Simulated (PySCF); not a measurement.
# Ionising GeH

UHF; PySCF, no relativity, basis sets Ge pcseg-1, H pcseg-1. Neutral (UHF): doublet (π ↑), Re = 1.584 Å, ωe = 1999 cm⁻¹, De = 1.97 eV, HOMO -7.84 eV, LUMO -0.05 eV.

GeH⁺ (RHF): singlet (closed shell), Re = 1.565 Å, ωe = 2145 cm⁻¹, De = 2.13 eV to Ge⁺ + H. The energies at the minima are -2075.61913 hartree for GeH and -2075.34910 for GeH⁺.

Work out the adiabatic ionisation energy, without and with harmonic zero-point energies (1 hartree = 27.2114 eV, 1 eV = 8065.5 cm⁻¹), and the change of the bond length.

At HF: 0.27003 hartree = 7.348 eV between the minima; the zero-point term (2145.0 − 1999.0)/2 cm⁻¹ = +0.009 eV makes it 7.357 eV. Re changes by -1.9 pm against the neutral. The electron leaves a π orbital, which is non-bonding in a hydride.

For an ion De counts to the pair picked by the measured ionisation energies or electron affinities, which need not be the lowest pair at this level. Where the molecule has an RHF reference, its open-shell atoms are computed with UHF. Hartree–Fock leaves out correlation, which carries a large part of most bond energies and some tenths to 1 eV of ionisation energies. States were picked by a PBE0 search and need not be the measured ground states.

Neutral and ion stand on different kinds of reference determinant, which adds to the error of the difference.
